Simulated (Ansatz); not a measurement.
A nudged elastic band was laid between two geometries of C$_{2}$H$_{9}$GeNO (14 atoms, charge 0, multiplicity 1).

These are results of RKS PBE0/def2-SVP (Ansatz 0.2.0), not measurements.

```json
{
  "movable images": "7",
  "climbing image": "yes",
  "spring": "5.0 eV/Å²",
  "optimiser": "lbfgs",
  "start path": "through a guess of the saddle point",
  "force threshold": "0.05 eV/Å",
  "iteration limit": "44",
  "end points": "relaxed"
}
```

First end point:

```xyz
14
Properties=species:S:1:pos:R:3
C -0.777 -0.306 1.576
C -0.237 -0.538 0.173
N 1.118 -1.055 0.218
Ge -0.142 1.130 -0.854
O 0.773 0.608 -2.306
H -0.124 0.378 2.140
H -0.820 -1.255 2.138
H -1.797 0.109 1.561
H -0.953 -1.192 -0.374
H 1.490 -1.151 -0.726
H 1.138 -1.980 0.647
H 0.646 2.237 -0.118
H -1.534 1.656 -1.276
H 1.207 1.331 -2.769
```

Last end point:

```xyz
14
Properties=species:S:1:pos:R:3
C -0.303 -0.146 1.533
C -0.430 -0.490 0.057
N 0.769 -1.204 -0.383
Ge -0.424 1.173 -1.029
O 1.320 1.523 -1.108
H 0.591 0.471 1.715
H -0.210 -1.059 2.147
H -1.182 0.408 1.895
H -1.366 -1.063 -0.100
H 0.625 -1.644 -1.290
H 1.005 -1.954 0.268
H -1.142 2.355 -0.353
H -0.995 0.932 -2.448
H 1.728 0.669 -0.874
```

Question: What changes between the two ends?

Answer: No bond is made or broken. The dihedral H13–Ge4–O5–H14 goes from 82 to -100°.

Question: Give the energies along the band, and the barrier.

Answer: It did not converge within its limit. The highest image is number 4 of 0 to 8, 19.4 kJ/mol above the first end and 22.9 kJ/mol above the last; the last end lies 3.5 kJ/mol below the first. The band didn't meet its force threshold, so its energies are provisional: the largest band force was still 0.12 eV/Å, and over the last iterations the top stayed at 0.20 eV.

```tsv
image	path coordinate (Å)	energy (kJ/mol)	dihedral H13–Ge4–O5–H14 (°)
0	0.00	0.0	82
1	0.66	2.7	57
2	1.32	8.3	1
3	1.98	15.8	-49
4	2.63	19.4	-70
5	3.23	14.2	-97
6	3.83	2.6	-116
7	4.44	-2.4	-112
8	5.04	-3.5	-100
```

The run took 24 min on 2 threads of Arm Neoverse V1 (shared host), peak memory 0.4 GiB.
